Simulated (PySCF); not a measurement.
The complex [CrBr6]3- (charge -3) contains Cr(III), shell d3. The structure is a PBE0-D3(BJ)/def2-SVP, IEF-PCM water geometry optimised for multiplicity 4; coordination octahedral, point group Oh, metal–donor distances 2.56 Å.

```
7

Cr    0.000    0.000    0.000
Br    0.000    2.561    0.000
Br    0.000   -2.561    0.000
Br    0.000    0.000    2.561
Br    0.000    0.000   -2.561
Br    2.561    0.000    0.000
Br   -2.561    0.000    0.000
```

Method (PySCF 2.14, density fitting): CASSCF(3,5) with orbitals averaged over all microstates of the shell, strongly contracted NEVPT2 on the averaged canonical orbitals; basis x2c-TZVPall on the metal, x2c-SVPall elsewhere; spin-free X2C; IEF-PCM water; spin-orbit coupling by state interaction with the mean-field operator over all roots.

Problem. Which term lies lowest, and with what spin?

Solution. 4A2g (S = 3/2, orbital degeneracy 1), with 3.0 electrons in the lower (t2g-type) set and 0.0 in the upper (eg-type) set, by NEVPT2.

Problem. Where do the spin-allowed transitions within the shell lie?

Solution. By NEVPT2: 4T2g at 13547 cm⁻¹ (738 nm); 4T1g at 20921 cm⁻¹ (478 nm); 4T1g at 30940 cm⁻¹ (323 nm). All are electric-dipole forbidden at this geometry.

Problem. Which is the lowest state of another spin?

Solution. 2Eg at 16963 cm⁻¹ by NEVPT2; CASSCF alone puts it at 18599 cm⁻¹ above the same ground state.

Problem. What ligand-field parameters describe the result?

Solution. At CASSCF level (the NEVPT2 levels don't fit a ligand-field model well): orbital energies 0, 0, 0, 9319, 9319 cm⁻¹; 10Dq = 9319 cm⁻¹; B = 981 cm⁻¹; C = 3726 cm⁻¹; B over its free-ion value at the same level 0.849; rms of the fit 420 cm⁻¹; ζ = 197 cm⁻¹ (free ion 278).

Problem. What magnetic behaviour follows?

Solution. The ground multiplet follows a spin Hamiltonian with S = 3/2, g = 1.972, 1.972, 1.972, D = 0 (spin-orbit part alone); the lowest levels hold 100 % of the spin-free ground state. μeff is 3.85 μB at 300 K and 3.82 μB at 10 K; the spin-only value is 3.88 μB.

No frequencies were computed for the optimised geometry. Charge-transfer states lie outside this active space and may come lower than some of these levels. NEVPT2 lifts 4T2g from 9931 to 13547 cm⁻¹; on the d shell alone it tends to overshoot states that fill the eg-type orbitals. NEVPT2 on the d shell alone tends to put d–d bands too high for such charged or covalently bound ions. The geometry optimisation stopped short of its thresholds.

The job took 54 s on one thread of Intel Xeon 6975P-C (shared host), with 240 basis functions and a peak of 1.1 GiB, launched as `OMP_NUM_THREADS=1 python lf_run.py task.json out`.
